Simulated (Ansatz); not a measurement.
`[NH2][Y]([OH])[OH]`. The species carries charge 0 and has multiplicity 1. Y: def2 effective core potential.

```xyz
8

N     1.4256   -0.9517   -0.4872
Y    -0.2974    0.1965    0.0993
O    -1.6152   -0.7146    1.3470
O    -0.4318    2.0794   -0.6489
H     2.1764   -0.6524   -1.0979
H     1.6491   -1.8993   -0.2072
H    -2.3014   -1.0296    1.9270
H    -0.6053    2.9717   -0.9321
```

Problem. What are the harmonic wavenumbers in cm⁻¹ at PBE0-D4/def2-TZVP (Ansatz, finite differences of forces, unscaled)? (Best estimate.)

Solution. The calculation gave: 59, 123, 131, 264, 321, 358, 415, 417, 417, 529, 558, 608, 621, 1552, 3534, 3618, 4001, 4001.

Problem. Is this a minimum?

Solution. Yes, all 18 modes are real.

Problem. Give the ideal-gas thermochemistry at 298.15 K and 1 bar (rigid rotor, harmonic oscillator; point group C2v, symmetry number 2).

Solution. Zero-point energy 128.8 kJ/mol; H(298) − E = 151.7 kJ/mol; entropy 355.7 J/(mol·K), of which translation 170.4, rotation 104.9, vibration 80.5; G(298) − E = 45.7 kJ/mol. Modes under 100 cm⁻¹ are hindered rotations or soft bends, so the harmonic entropy is rough.

Problem. And at 400, 500, 600, 800 and 1000 K?

Solution. 
```json
{"T (K)": "400", "H − E (kJ/mol)": "164.0", "S (J/mol/K)": "391.1", "G − E (kJ/mol)": "7.6"}
{"T (K)": "500", "H − E (kJ/mol)": "176.9", "S (J/mol/K)": "419.8", "G − E (kJ/mol)": "-33.0"}
{"T (K)": "600", "H − E (kJ/mol)": "190.4", "S (J/mol/K)": "444.3", "G − E (kJ/mol)": "-76.2"}
{"T (K)": "800", "H − E (kJ/mol)": "218.3", "S (J/mol/K)": "484.5", "G − E (kJ/mol)": "-169.3"}
{"T (K)": "1000", "H − E (kJ/mol)": "247.4", "S (J/mol/K)": "517.0", "G − E (kJ/mol)": "-269.5"}
```
